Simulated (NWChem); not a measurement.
Molecule: InGeH$_{5}$; SMILES [GeH3][InH2]

Program: NWChem. Medium grid unless said otherwise, to which SCAN and Minnesota functionals are sensitive. All runs use the structure optimised with PBE0/def2-SVP. def2 effective core potentials on In; no spin-orbit coupling. Total energies of different functionals are on different scales.

```csv
level,energy (Ha),highest occupied level (eV),orbital gap (eV),dipole (D)
B3LYP/def2-SVP,-2269.9629,-7.09,4.75,0.30
PBE/def2-SVP,-2269.5122,-6.28,3.49,0.26
CAM-B3LYP/def2-SVP,-2269.9356,-8.48,7.25,0.34
r2SCAN/def2-SVP,-2269.9047,___,___,0.33
BHandHLYP/def2-SVP,-2269.7395,-8.18,6.77,0.36
LRC-wPBEh/def2-SVP,-2269.5962,-9.05,8.57,0.36
BLYP/def2-SVP,-2269.8332,-6.11,3.37,0.24
```

**Question.** Complete the blanks.

**Answer.** 
- r2SCAN/def2-SVP, highest occupied level (eV): -6.54
- r2SCAN/def2-SVP, orbital gap (eV): 3.98
